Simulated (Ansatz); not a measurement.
Start from `N=C(O)CBr` and change one atom or group to get `N=C(O)Br`.

Ansatz, PBE0-D4/def2-TZVP geometries, multiplicity 1. Each molecule was computed in one conformer, which needn't be the lowest.

Scalar relativity is left out up to krypton. Spin–orbit coupling is left out; it splits and shifts lone-pair levels of the heavy atoms by tenths of an eV.

```json
{"property": "size of the dipole moment (B3LYP/def2-TZVPP) / D", "`N=C(O)CBr`": "1.37"}
{"property": "HOMO energy (PBE0/def2-TZVPP) / eV", "`N=C(O)CBr`": "-8.31"}
{"property": "HOMO energy (B3LYP/def2-TZVPP) / eV", "`N=C(O)CBr`": "-8.05"}
{"property": "HOMO–LUMO gap (PBE0/def2-TZVPP) / eV", "`N=C(O)CBr`": "8.02"}
{"property": "HOMO–LUMO gap (B3LYP/def2-TZVPP) / eV", "`N=C(O)CBr`": "7.48"}
{"property": "LUMO energy (B3LYP/def2-TZVPP) / eV", "`N=C(O)CBr`": "-0.58"}
```

**Question.** Give the same properties after the change, and the shifts. (An estimate is asked.)

**Answer.** Ansatz gave: 
```tsv
property	`N=C(O)Br`	shift
size of the dipole moment (B3LYP/def2-TZVPP) / D	3.02	1.65
HOMO energy (PBE0/def2-TZVPP) / eV	-8.23	0.08
HOMO energy (B3LYP/def2-TZVPP) / eV	-7.98	0.07
HOMO–LUMO gap (PBE0/def2-TZVPP) / eV	7.87	-0.15
HOMO–LUMO gap (B3LYP/def2-TZVPP) / eV	7.27	-0.21
LUMO energy (B3LYP/def2-TZVPP) / eV	-0.71	-0.13
```

With PBE0 the HOMO rises by 0.08 eV and the LUMO falls by 0.08 eV, so the gap narrows by about 0.16 eV. PBE moves the HOMO by -0.02 eV and ωB97M-V by 0.16 eV. Dipoles are sizes alone; their direction can turn.

B3LYP here is the variant with VWN-RPA as its local correlation; programs differ in this.
